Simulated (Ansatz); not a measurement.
Ansatz (a quantum-chemistry and plane-wave program) input (MP2/6-31G*):

Ansatz 0.2 input:
```yaml
crystal:
  periodic: [false, false, false]
  atoms:
    - {symbol: N, position_ang: [0.24931200, 1.76831000, -0.05892700]}
    - {symbol: Si, position_ang: [0.00349400, 0.15400600, 0.01799700]}
    - {symbol: N, position_ang: [1.04827200, -0.65329700, -1.16818500]}
    - {symbol: N, position_ang: [-1.66688700, -0.42170800, -0.13148300]}
    - {symbol: F, position_ang: [0.39723000, -0.73224600, 1.37126800]}
    - {symbol: H, position_ang: [-0.43319800, 2.35199600, 0.41303800]}
    - {symbol: H, position_ang: [1.68177600, -1.32491200, -0.75264700]}
    - {symbol: H, position_ang: [1.60272700, 0.04324200, -1.65070900]}
    - {symbol: H, position_ang: [-2.12146100, -0.05870900, -0.95938200]}
    - {symbol: H, position_ang: [-1.76871400, -1.43062900, -0.13350400]}
basis:
  gaussian:
    orbitals: 6-31G*
total_charge: -1
magnetization: {spin_polarized: false}
correlation: {method: mp2, electrons: outside_noble_gas}
```

Output:

```
Functional definition: HF
integrals: 0.05 GiB planned
858 factors; integrals over basis functions are off by at most 9.7e-4 eV
mean field: 0.32 GiB planned
mean field evaluation 1: about -15090.9354 eV, gradient 4.1e1 eV
mean field evaluation 2: about -15091.0026 eV, gradient 4.1e1 eV
mean field evaluation 4: about -15094.7009 eV, gradient 3.8e0 eV
mean field evaluation 8: about -15094.7496 eV, gradient 9.1e-2 eV
mean field -15094.74967380 eV, -554.7218189234 hartree, gradient 9.2e-6 eV, S^2 0.000000; 0 other end points of the search recorded, 0 dependent functions left out
9 core orbitals not correlated
reference -15094.74967380 eV, -554.7218189234 hartree; 16, 16 occupied and 64, 64 virtual orbitals, 858 factors
second order -20.56947331 eV of doubles, -0.00000000 eV of singles
Total energy: -15115.31914711 eV, -555.4777331250 hartree
```

The dipole moment of an ion depends on the origin.

The geometry given is a B3LYP-D3(BJ)/def2-TZVP minimum.
